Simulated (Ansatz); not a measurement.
Ansatz (a quantum-chemistry and plane-wave program) job for Ti(Me)(H)3 (CH6Ti), SMILES [CH3][TiH3], multiplicity 1, PBE/def2-TZVPD. The structure is a stationary point at B3LYP-D3(BJ)/def2-TZVP. A frequency run showed that this geometry is not a minimum. The multiplicity is an assumed one; no other spin state was optimised. The structure was generated by enumeration; whether it is a known compound was not checked.

Ansatz 0.2 input:
```yaml
crystal:
  periodic: [false, false, false]
  atoms:
    - {symbol: Ti, position_ang: [-0.00000000, -0.00000000, 0.52566004]}
    - {symbol: C, position_ang: [-0.00000000, 0.00000000, -1.51083231]}
    - {symbol: H, position_ang: [0.89582730, -0.51720614, -1.86997216]}
    - {symbol: H, position_ang: [0.00000001, 1.03441228, -1.86997217]}
    - {symbol: H, position_ang: [-0.89582731, -0.51720614, -1.86997216]}
    - {symbol: H, position_ang: [1.41018963, 0.81417336, 1.03679653]}
    - {symbol: H, position_ang: [-1.41018963, 0.81417337, 1.03679652]}
    - {symbol: H, position_ang: [-0.00000000, -1.62834672, 1.03679653]}
basis:
  gaussian:
    orbitals: def2-TZVPD
hamiltonian:
  xc: {name: PBE}
```

Program output:

```
WARN ansatz: RAYON_NUM_THREADS=1 ignored (pool sized by the plan → 1); use --threads N
Functional definition: PBE
integrals: 0.05 GiB planned
906 factors; their error is unknown
mean field: 0.43 GiB planned
mean field evaluation 1: about -24230.1741 eV, gradient 6.5e1 eV
mean field evaluation 2: about -24197.1826 eV, gradient 1.1e2 eV
mean field evaluation 4: about -24235.3106 eV, gradient 5.0e1 eV
mean field evaluation 8: about -24240.1597 eV, gradient 1.0e-1 eV
mean field evaluation 16: about -24240.1302 eV, gradient 9.3e-5 eV
mean field -24240.13019298 eV, -890.8083540416 hartree, gradient 2.3e-5 eV, S^2 0.000000; 0 other end points of the search recorded, 0 dependent functions left out
reference -24240.13026891 eV, -890.8083568319 hartree; 17, 17 occupied and 122, 122 virtual orbitals, 906 factors
Total energy: -24240.13026891 eV, -890.8083568319 hartree
```

The calculation finished and met its thresholds.
